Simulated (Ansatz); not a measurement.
Species: CH$_{4}$BO$_{2}$, charge 0, multiplicity 2. It need not be the lowest isomer of its formula. 
Structure (B3LYP-D3(BJ)/def2-TZVP (Ansatz, a first-principles code) minimum search):
```xyz
8

B     -0.1075     0.0435     0.0189
C      1.4535    -0.0900    -0.2324
O     -0.5834     1.2869     0.1515
O     -0.8932    -1.0785     0.0900
H      1.8748    -0.6985     0.5716
H      1.9795     0.8614    -0.2707
H      1.6000    -0.6171    -1.1784
H     -1.8255    -0.8906     0.2451
```
Charge 0, spin multiplicity 2.

Total electronic energies in hartree. Correlated levels leave the core frozen unless marked. UHF or UKS for open shells. No spin-orbit coupling. Non-relativistic unless marked X2C. Basis-set limits of correlation are two-point, X^-3; Hartree-Fock from the larger set. [CCSD(T)-MP2]/basis is that difference in the basis named.

```
level                                                                 program  energy (Eh)
-------------------------------------------------------------  --------------  -----------
HF/aug-cc-pVTZ                                                         Ansatz   -214.76712
HF/cc-pVTZ                                                             Ansatz   -214.76457
HF/aug-cc-pVQZ                                                         Ansatz   -214.78106
SVWN5/def2-TZVPD                                                       Ansatz   -214.20835
BLYP/def2-TZVPD                                                        Ansatz   -215.89155
PBE0/def2-TZVPD                                                        Ansatz   -215.69806
HSE06-D3(BJ)/def2-TZVPD                                        Ansatz + dftd3   -215.68962
HSE06-D4/def2-TZVPD                                            Ansatz + dftd4   -215.69012
B2GP-PLYP-D4/def2-TZVPD                                        Ansatz + dftd4   -215.74048
RI-MP2/aug-cc-pVTZ                                                     Ansatz   -215.47950
RI-MP2/cc-pVQZ                                                         Ansatz   -215.53359
SCS-MP2/aug-cc-pVTZ                                                    Ansatz   -215.47371
CCSD/STO-3G                                                            Ansatz   -212.06618
X2C-CCSD(T)/cc-pVTZ-DK                                                 Ansatz   -215.64934
RI-MP2/CBS(aug-cc-pVTZ,aug-cc-pVQZ)+[CCSD(T)-MP2]/aug-cc-pVTZ          Ansatz    -215.6346
```

Totals of different functionals don't rank their quality; only differences between species are comparable.
